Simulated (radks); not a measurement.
Results of a calculation; reference values are marked as such.
Species: neutral gadolinium. Configuration: [Kr] 4d10 4f7 5s2 5p5.75 5d1 6s2 6p0.25 (fractional occupations, a model configuration).

Code: a radial shooting solver on a logarithmic mesh with Libxc functionals. Model: Dirac Kohn-Sham, LDA (Slater exchange, Perdew-Zunger correlation), spin-unpolarised, spherical densities, point nucleus; open shells fill j = l - 1/2 first.

Energy parts (eV):
| part | energy |
|---|---|
| total | -306737.37 |
| kinetic | 334461.88 |
| electron-nucleus | -753705.22 |
| Hartree | 119094.30 |
| exchange-correlation | -6588.33 |

Orbitals (lengths in bohr, moments of r in powers of bohr; <r^-3> diverges for s and p1/2; r(90%) holds 90 % of the orbital's charge):
\begin{tabular}{lrrrrrr}
orbital & occ. & eigenvalue (eV) & <1/r> & <r^-3> & r(90%) & <r> \\ \hline
1s1/2 & 2 & -50005.79 & 71.62 & - & 0.0396 & 0.02192 \\
2s1/2 & 2 & -8254.317 & 17.09 & - & 0.144 & 0.09281 \\
2p1/2 & 2 & -7840.601 & 17.07 & - & 0.128 & 0.07749 \\
2p3/2 & 4 & -7145.537 & 15.08 & 9896 & 0.137 & 0.08432 \\
3s1/2 & 2 & -1829.997 & 6.224 & - & 0.359 & 0.2443 \\
3p1/2 & 2 & -1650.384 & 6.142 & - & 0.351 & 0.2338 \\
3p3/2 & 4 & -1507.874 & 5.638 & 2096 & 0.370 & 0.2469 \\
3d3/2 & 4 & -1196.709 & 5.519 & 352.5 & 0.342 & 0.2188 \\
3d5/2 & 6 & -1165.631 & 5.394 & 313.3 & 0.347 & 0.2229 \\
4s1/2 & 2 & -368.9468 & 2.606 & - & 0.795 & 0.5532 \\
4p1/2 & 2 & -299.0584 & 2.501 & - & 0.823 & 0.5650 \\
4p3/2 & 4 & -267.1778 & 2.328 & 469.5 & 0.866 & 0.5948 \\
4d3/2 & 4 & -151.8537 & 2.111 & 67.01 & 0.948 & 0.6305 \\
4d5/2 & 6 & -146.0923 & 2.068 & 58.72 & 0.964 & 0.6410 \\
5s1/2 & 2 & -50.9483 & 1.005 & - & 1.92 & 1.330 \\
5p1/2 & 2 & -31.5701 & 0.8880 & - & 2.18 & 1.490 \\
5p3/2 & 3.75 & -27.1242 & 0.8258 & 64.46 & 2.33 & 1.587 \\
4f5/2 & 6 & -10.4186 & 1.533 & 8.282 & 1.47 & 0.8572 \\
4f7/2 & 1 & -9.6612 & 1.515 & 7.980 & 1.49 & 0.8698 \\
6s1/2 & 2 & -4.6417 & 0.3268 & - & 5.70 & 3.867 \\
5d3/2 & 1 & -3.5443 & 0.5018 & 3.582 & 4.28 & 2.647 \\
5d5/2 & 0 & -3.2480 & 0.4857 & 3.017 & 4.44 & 2.736 \\
6p1/2 & 0.25 & -1.8142 & 0.2441 & - & 7.74 & 5.140 \\
6p3/2 & 0 & -1.5337 & 0.2276 & 4.054 & 8.27 & 5.498 \\
\end{tabular}

The highest occupied level is 6p1/2 at -1.814 eV. The configuration is held as typed, so some empty levels lie below it. The density falls to 0.001 e/bohr^3 at r = 5.27 bohr. Summed over all electrons, <r^2> = 85.60 bohr^2, which gives a Langevin (diamagnetic) susceptibility term of -67.8 x 10^-6 cm^3/mol.
